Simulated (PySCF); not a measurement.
Two species compared at the same levels of theory.

First species: C4H15FN2Si2.
SMILES: `CNC(C)(C)[SiH2]N[SiH2]F`

Second species: C₄H₁₂OSi₃.
InChI=1S/C4H12OSi3/c1-4-3-6-5-8(2)7-4/h8H,1,3,6-7H2,2H3/t8-/m0/s1

Levels: PBE0/pcSseg-1 for HOMO energy, LUMO energy and HOMO–LUMO gap. Geometries: GFN2-xTB. Each structure is a single optimised conformer of the isolated species, non-relativistic unless stated. Electronic properties by PySCF.

Dipoles, sizes and rotational constants follow the conformer. The torsions of the flexible species, by atom-mapped SMILES:
- `[CH3:1][NH:2][C:3]([CH3:4])([CH3:5])[SiH2:6][NH:7][SiH2:8][F:9]`: C1–N2–C3–C4 -179°, N2–C3–Si6–N7 86°, C3–Si6–N7–Si8 -176°, Si6–N7–Si8–F9 -27°

The conformers of `C=C1C[SiH2]O[Si@H](C)[SiH2]1` aren't listed.

```tsv
property	column X	column Y
HOMO energy	-7.01 eV	-6.35 eV
LUMO energy	-0.64 eV	0.55 eV
HOMO–LUMO gap	6.37 eV	6.90 eV
```

(1) Which column belongs to which species?

(2) How does each property change from the first species to the second?

## Answers

(1) Column X is the second species and column Y the first. The first has 24 atoms and 90 electrons, the second 20 and 86.

(2) HOMO energy -0.66 eV; LUMO energy -1.19 eV; HOMO–LUMO gap -0.53 eV.

